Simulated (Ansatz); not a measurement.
A nudged elastic band was laid between two geometries of C4H11NSi (17 atoms, charge 0, multiplicity 1).

Level of theory: Ansatz, RKS PBE0-D4/def2-SVP.

```json
{"movable images": "5", "climbing image": "yes", "spring": "5.0 eV/Å²", "optimiser": "quadratic models (default)", "start path": "IDPP", "force threshold": "0.03 eV/Å", "iteration limit": "54", "end points": "relaxed"}
```

First end point:

```xyz
17
Properties=species:S:1:pos:R:3
C -0.321 -1.909 0.259
C 0.356 -0.762 0.055
C 1.854 -0.757 -0.051
N -0.284 0.480 -0.024
C 0.360 1.567 -0.732
Si -1.925 0.647 0.577
H 0.213 -2.847 0.412
H -1.413 -1.950 0.289
H 2.248 -1.769 0.106
H 2.193 -0.414 -1.041
H 2.305 -0.087 0.699
H -0.268 2.467 -0.675
H 0.515 1.342 -1.803
H 1.339 1.829 -0.296
H -2.023 0.060 1.945
H -2.205 2.113 0.605
H -2.961 -0.009 -0.285
```

Last end point:

```xyz
17
Properties=species:S:1:pos:R:3
C -0.213 -1.909 0.358
C 0.400 -0.723 0.170
C 1.890 -0.595 0.296
N -0.312 0.451 -0.104
C 0.354 1.542 -0.786
Si -2.036 0.512 0.219
H 0.361 -2.785 0.660
H -1.289 -2.044 0.219
H 2.329 -1.556 0.589
H 2.356 -0.288 -0.654
H 2.164 0.160 1.051
H 1.227 1.916 -0.225
H -0.341 2.385 -0.898
H 0.697 1.262 -1.799
H -2.309 0.011 1.597
H -2.428 1.947 0.087
H -2.867 -0.286 -0.739
```

(1) What changes between the two ends?

(2) Give the energies along the band, and the barrier.

(3) What is the geometry of the highest image?

(4) What are the harmonic wavenumbers there?

## Answers

(1) No bond is made or broken. The dihedral Si6–N4–C5–H14 goes from 127 to -111°. The two ends are copies of one structure, up to a mirror image or an exchange of like atoms.

(2) It converged. The highest image is number 3 of 0 to 6, 7.0 kJ/mol above the ends, which have the same energy within 2 meV. A vibrational analysis at the climbing image gives one clearly imaginary mode, 160i cm⁻¹: a first-order saddle point.

```
image  path coordinate (Å)  energy (kJ/mol)  dihedral Si6–N4–C5–H14 (°)
    0                 0.00              0.0                         127
    1                 0.63              1.7                         149
    2                 1.25              5.1                         169
    3                 1.88              7.0                        -172
    4                 2.47              5.4                        -154
    5                 3.07              1.8                        -134
    6                 3.67              0.0                        -111
```

(3) 
```xyz
17
Properties=species:S:1:pos:R:3
C -0.226 -1.920 0.304
C 0.402 -0.738 0.132
C 1.894 -0.639 0.273
N -0.303 0.441 -0.126
C 0.333 1.592 -0.741
Si -2.020 0.519 0.239
H 0.334 -2.804 0.610
H -1.301 -2.044 0.149
H 2.298 -1.590 0.643
H 2.388 -0.428 -0.689
H 2.181 0.161 0.975
H 0.369 2.464 -0.065
H -0.192 1.906 -1.659
H 1.364 1.360 -1.035
H -2.277 -0.012 1.608
H -2.384 1.965 0.153
H -2.878 -0.234 -0.732
```

(4) 160i, 53, 161, 205, 230, 239, 354, 412, 473, 524, 667, 683, 700, 718, 804, 903, 922, 951, 964, 977, 1015, 1049, 1132, 1181, 1221, 1358, 1419, 1422, 1440, 1450, 1466, 1474, 1493, 1710, 2209, 2238, 2251, 3032, 3054, 3100, 3133, 3177, 3182, 3185, 3281 cm⁻¹.

The run took 3.4 min on 2 threads of Arm Neoverse V1, on a shared host, peak memory 0.42 GiB.
